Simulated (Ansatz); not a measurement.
Two isomers of CH5SSb: A = `C[S][SbH2]`, B = `[CH3][SbH][SH]`.

Computed with Ansatz on PBE0-D4/def2-TZVP structures; ΔE is electronic, products minus reactants. CCSD(T)/CBS is the MP2 limit (def2-TZVPP, def2-QZVPP) plus CCSD(T) − MP2 in def2-TZVPP, frozen cores. Functionals use def2-TZVPP. B3LYP here is the variant with VWN-RPA as its local correlation; programs differ in this. Elements past krypton have def2 core potentials. For Sb outer-core shells are correlated without core-valence functions, which leaves a few kJ/mol of doubt a bond. Each species was taken in one conformer, which may not be the lowest.

A:

Z-matrix (Å, degrees):
```
C
S 1 1.814
H 1 1.090 2 111.8
H 1 1.090 2 111.8 3 123.7
H 1 1.091 2 106.0 3 -118.1
Sb 2 2.417 1 99.6 3 -61.9
H 6 1.711 2 95.2 1 134.0
H 6 1.710 2 95.1 1 -134.9
```

B:

```xyz
8

C     0.926   -0.228    0.659
Sb   -1.223   -0.080    0.700
S    -1.454    1.570   -1.068
H     1.344    0.691    1.068
H     1.283   -0.373   -0.360
H     1.235   -1.072    1.278
H    -1.434   -1.443   -0.318
H    -0.677    0.935   -1.960
```

Which is lower in electronic energy at CCSD(T)/CBS, and by how much? (Best estimate.)

Ansatz gave: B, by 10.1 kcal/mol.

Give E(B) − E(A) in kcal/mol with ωB97M-V, LDA (SPW92), CCSD/def2-TZVPP, B3LYP, BLYP-D4, PBE0-D4, B2PLYP. (Estimate.)

Ansatz gave: ωB97M-V -9.2, LDA (SPW92) -7.7, CCSD/def2-TZVPP -9.8, B3LYP -8.8, BLYP-D4 -8.7, PBE0-D4 -8.5, B2PLYP -9.3. None reverses the order clearly.

Does the order hold for the free energy at 298.15 K (harmonic terms from PBE0-D4)? (Estimate.)

The calculation gave: Yes: G(B) − G(A) = -9.5 kcal/mol, for one conformer each. Modes under 60 cm⁻¹, often nearly free rotors, make the harmonic entropy too high.

Largest T1 diagnostic: 0.013.

Leaving LDA and LC-ωPBE aside and taking each functional with its dispersion term where it has one, the values, not all of them listed here, spread over 1.3 kcal/mol, from B2PLYP to revPBE-D4. In def2-TZVPP, CCSD(T) changes the Hartree–Fock value by −1.0 kcal/mol (the triples alone add −0.0 kcal/mol) and MP2 by −1.6 kcal/mol.
